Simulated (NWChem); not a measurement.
InIF2; SMILES [F][In]([F])[I]

def2 effective core potentials on In, I; no spin-orbit coupling.

Give the equilibrium geometry at PBE0/def2-SVP with def2 effective core potentials on In, I (NWChem) as a list of bonds and angles, with the point group.

point group C2v; any orientation.
Bonds (Å): In1–F2 1.943, In1–F3 1.943, In1–I4 2.623. Bond angles (°): F2–In1–F3 114.3, F2–In1–I4 122.8, F3–In1–I4 122.8.
